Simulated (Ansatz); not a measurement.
Z-matrix (Å, degrees):
```
B
B 1 1.673
H 1 1.199 2 121.2
H 1 1.198 2 122.1 3 173.6
F 2 1.339 1 122.2 3 91.7
B 2 1.727 1 120.8 3 -89.8
F 6 1.326 2 120.5 1 79.7
H 6 1.206 2 123.6 1 -98.7
```

The species carries charge 0 and has multiplicity 1.

Question: List the PBE/def2-TZVPP orbital energies in eV (Ansatz 0.2.0). (An estimate is asked.)

Answer: Ansatz gave: Occupied: -660.74, -660.50, -178.52, -178.10, -177.33, -30.65, -30.35, -14.27, -13.53, -12.60, -11.65, -11.43, -11.31, -10.99, -10.28, -8.67, -8.52, -6.17. Lowest empty: -3.57, -2.37, -1.64, 0.92, 1.51, 1.90, 2.12, 2.45.
